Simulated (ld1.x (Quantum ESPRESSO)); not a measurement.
Before and after: TM semilocal potential for In (Z = 49)

ld1.x (Quantum ESPRESSO) 7.5 input, shortened:

```
&input
   title='In', zed=49., rel=1, dft='WC', iswitch=3,
   config='[Kr] 4d10 5s1.75 5p1.25 5d-2'
 /
 &inputp
   pseudotype=1, tm=.true., lloc=0,
   nlcc=.false.
 /
3
5P  2  1   1.25   0.00  2.00  2.00  0.0
5D  3  2  -2.00  -0.15  2.00  2.00  0.0
5S  1  0   1.75   0.00  2.00  2.00  0.0
 &test
   configts(1)='5s1.75 5p1.25'
 /
```

Change: all radii scaled by about 0.86 (s 1.72, p 1.72, d 1.72 bohr).

Cutoffs: the cutoffs (Ry, on a coarse ladder) from which the occupation-weighted sum of valence levels, in a spherical-Bessel basis at the reference potential, stays within 10 and 1 mRy of its value at 400 Ry; they do not see the model core or the augmentation charge, which bear on the density cutoff. Errors are all-electron minus pseudo energies relative to the spin-unpolarised reference configuration.

What does the change do?

The potential gets harder (21 Ry and 30 Ry → 45 Ry and 90 Ry); the bound ghost in d disappears; of the 7 tests that both files solve, the error grows in 6 and shrinks in 0 by more than 15 % and 0.3 meV (median size 1.4 → 7.3 meV). A smaller radius makes the pseudo-wave follow the all-electron one further in, where it bends more sharply, so more plane waves are needed. That the errors move this way runs against the usual rule that smaller radii transfer better. A semilocal file is local in each channel, so a ghost entry of none says nothing of the separable form that plane-wave codes build from it.

| quantity | base | changed |
| --- | --- | --- |
| cutoff, loose | 21 Ry | 45 Ry |
| cutoff, tight | 30 Ry | 90 Ry |
| loose cutoff by channel (10 mRy a level) | p 6 Ry, s 8 Ry | p 35 Ry, s 21 Ry |
| bound ghosts | d | none |
| error for 5s2 5p1, meV [ΔE -1.45 eV] | +1.4 | +2.6 |
| error for 5s2 5p0, meV [ΔE 3.90 eV] | -3.5 | +7.3 |
| error for 5s1 5p0, meV [ΔE 23.20 eV] | -19 | -19 |
| error for 5s0 5p3, meV [ΔE 10.60 eV] | +82 | +181 |
| error for 5s2 5p0.5, meV [ΔE 0.48 eV] | +0.6 | +4.3 |
| error for 5s2 5p1.3, meV [ΔE -1.98 eV] | +0.7 | +1.6 |
| error for 5s1 5p1, meV [ΔE 10.59 eV] | +1.0 | +14 |

 A true bound ghost makes a file unfit for plane-wave use even where its test errors are small: the radial tests pick states by their node count and pass the ghost by.
